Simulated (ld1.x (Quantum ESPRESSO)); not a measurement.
Logarithmic derivatives: Pt (Z = 78), RRKJ

platinum (Pt), norm-conserving RRKJ (Kleinman–Bylander form), made with ld1.x (Quantum ESPRESSO) 7.5 (PBEsol, scalar-relativistic). Core [Xe] 4f14, reference 5d9 6s1 6p0. Waves: 6p (bound, empty): rc 2.55 bohr; 5d (bound): rc 2.20 bohr; 6s (bound): rc 2.25 bohr. Local part: the s channel. Core correction: a·sin(br)/r model core inside 1.70 bohr. rho0 = 0.001.

The phase is arctan(r·u′/u) with u = r·R(r), unwrapped; energies in Ry, scanned from -2 to 5 Ry. A pole is an energy at which the radial function vanishes at the test radius. The pseudo phase is shifted by a multiple of π to meet the all-electron one at the reference energy, and phase errors are pseudo minus all-electron; the curves can meet again beyond the range given. Levels narrower than the energy grid can be missing from the lists of poles.

| channel | radius (bohr) | reference energy (Ry) | poles, all-electron | poles, pseudo | unbroken range about the reference energy with phases within 0.05 rad | phase error 1 Ry above the reference energy (rad) |
| --- | --- | --- | --- | --- | --- | --- |
| s | 2.75 | -0.42 | 1.25 | 1.19 | below 2.7 | -0.005 |
| p | 2.75 | -0.06 | 2.81 | 2.47 | below 3.1 | -0.025 |
| d | 2.75 | -0.45 | -0.15 | -0.15 | below 1.2 | +0.015 |

Phases in the s channel:

| E (Ry) | all-electron | pseudo |
| --- | --- | --- |
| -2.00 | 1.217 | 1.215 |
| -1.52 | 1.107 | 1.104 |
| -1.04 | 0.838 | 0.835 |
| -0.56 | -0.090 | -0.090 |
| -0.08 | -1.092 | -1.093 |
| 0.40 | -1.389 | -1.393 |
| 0.88 | -1.512 | -1.518 |
| 1.36 | -1.585 | -1.595 |
| 1.84 | -1.639 | -1.655 |
| 2.32 | -1.688 | -1.716 |
| 2.80 | -1.741 | -1.796 |
| 3.28 | -1.811 | -1.937 |
| 3.76 | -1.922 | -2.334 |
| 4.24 | -2.151 | -3.665 |
| 4.72 | -2.801 | -4.332 |
